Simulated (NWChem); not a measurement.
System: C3H5O, doublet; SMILES CC[C]=O

NWChem input:

```
start job
memory heap 200 mb stack 900 mb global 1100 mb
geometry units angstroms noautosym nocenter noautoz
  C      0.290702    -1.731304    -0.037154
  C     -0.546413    -0.451968     0.049392
  C      0.308567     0.802799     0.209304
  O      0.083937     1.893869    -0.206794
  H     -0.358986    -2.610298    -0.095793
  H      0.931364    -1.725461    -0.925236
  H      0.935021    -1.836088     0.841573
  H     -1.201643    -0.322668    -0.823028
  H     -1.188759    -0.477957     0.941182
end
basis spherical
  * library pcj-1
end
dft
  odft
  mult 2
  xc pbe0
  iterations 150
end
property
  hyperfine
end
task dft property
```

Geometry: optimised at B3LYP/6-31G* (spherical d), spin-unrestricted. No stability test was run on the SCF state.

Fermi-contact couplings, non-relativistic, static geometry.

Atoms are numbered as in the input.

Question: Give the results of this calculation. (PBE0/pcJ-1, spin-unrestricted, contact and dipolar terms.) Quantities: A(iso) 13C atom 1 (MHz); A(iso) 13C atom 2 (MHz); A(iso) 13C atom 3 (MHz); A(iso) 17O atom 4 (MHz); A(iso) 1H atom 8 (MHz); A(iso) 1H atom 9 (MHz); <S²>.

Answer: The A(iso) 13C atom 1 (MHz) comes out as 2.3 and the A(iso) 13C atom 2 (MHz) is 152. The A(iso) 13C atom 3 (MHz) is 345. The A(iso) 17O atom 4 (MHz) comes out as -36.8. The A(iso) 1H atom 8 (MHz) comes out as 34.2. The A(iso) 1H atom 9 (MHz) is -10.8 and the <S²> comes out as 0.753.
